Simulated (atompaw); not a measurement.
**u(r) = r·R(r): atom against pseudo-atom (germanium)**

Columns: radius, all-electron u(r) and pseudo u(r) of the 4s shell (level -11.73 eV) of germanium in the configuration [Ar] 3d10 4s2 4p2; PBE, scalar-relativistic, PAW (atompaw) scheme, atompaw 4.2.0.5.

```
r (bohr)  all-electron  pseudo
   0.092        0.1315  0.0858
   0.185        0.1661  0.1713
   0.277       -0.0777  0.2538
   0.369       -0.2783  0.3330
   0.462       -0.3473  0.4088
   0.554       -0.3033  0.4787
   0.646       -0.1914  0.5428
   0.738       -0.0486  0.6005
   0.831        0.1023  0.6519
   0.923        0.2433  0.6956
   1.015        0.3686  0.7321
   1.108        0.4761  0.7615
   1.200        0.5628  0.7835
   1.292        0.6311  0.7986
   1.385        0.6829  0.8073
   1.477        0.7192  0.8099
   1.569        0.7426  0.8071
   1.662        0.7552  0.7993
   1.754        0.7582  0.7873
   1.846        0.7536  0.7717
   1.938        0.7427  0.7532
   2.031        0.7265  0.7318
   2.123        0.7065  0.7087
   2.215        0.6833  0.6840
   2.308        0.6576  0.6577
   2.400        0.6306  0.6306
```

How many radial nodes do the two functions have?

The all-electron 4s function has n − l − 1 = 3 (the table is too coarse to show those close to the nucleus); the pseudo-wave has 0, since the states of the same l below it are removed with the core.

Where does each function peak?

Outermost all-electron maximum near 1.75 bohr, pseudo maximum near 1.48 bohr (to the table’s step).

Is the pseudo-wave norm-conserving?

No, it belongs to a PAW set: the norm inside the radius is not constrained, and the difference is carried by the augmentation charge.
